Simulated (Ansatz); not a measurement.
The cluster In2Se3⁻. Charge -1, multiplicity 2. Geometry PBE-D4/def2-SVPD, basis def2-TZVPD, Ansatz.

Cartesian coordinates in Å:
```
In 0.889 1.089 -0.416
In -1.012 -1.022 0.333
Se 1.501 -0.982 1.123
Se -3.129 -2.187 0.404
Se 1.751 3.103 -1.444
```

```tsv
run	HOMO (eV)	LUMO (eV)
A	-4.46	2.19
B	-1.68	-0.92
C	-1.36	-0.88
D	-2.32	-0.46
E	-1.41	-0.96
```

In the def2 sets In takes a core potential; there is no spin–orbit coupling. Another isomer (doublet) lies 0.42 eV lower at PBE0-D4/def2-TZVPD; other spin states weren't run for this one.

HOMO and LUMO are taken over both spins.

The runs used HF, PBE, PBE0, r2SCAN, revPBE. Estimate which is which.

A HF (100 % exact exchange); B r2SCAN (0 % exact exchange); C revPBE (0 % exact exchange); D PBE0 (25 % exact exchange); E PBE (0 % exact exchange). Exact exchange lowers occupied and raises empty levels; among semilocal functionals meta-GGAs tend to open the gap a little, and such runs are hard to tell apart. The gap grows from 0.44 eV (PBE) to 6.64 eV (HF).
